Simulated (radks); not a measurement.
Cd43+, 5 electrons, occupied as [He] 2s2 2p1. Method: scalar-relativistic Kohn-Sham, LDA (Slater exchange, VWN5 correlation), spin-polarised, spherical densities, finite nucleus; open shells are filled with parallel spins first (spin-orbit coupling, left out, can overturn this in heavy ions); Fermi nuclear charge, rms radius 4.6087 fm; computed with a radial shooting solver on a logarithmic mesh with Libxc functionals.

Unscreened Slater integrals over Kohn-Sham orbitals (cm^-1). They are taken over the spin-up orbitals.

| integral | value |
|---|---|
| F0(2p,2p) | 1863200 |
| F2(2p,2p) | 892660 |
| F0(2p,2s) | 1695300 |
| G1(2p,2s) | 947980 |
| F0(2p,1s) | 2513900 |
| G1(2p,1s) | 500490 |
| F0(2s,2s) | 1591300 |
| F0(2s,1s) | 2234800 |
| G0(2s,1s) | 229520 |
| F0(1s,1s) | 6825800 |

Derived for the open shells (J is the average intra-shell exchange parameter used in DFT+U). 2p: J = F2/5 = 178500 cm^-1.
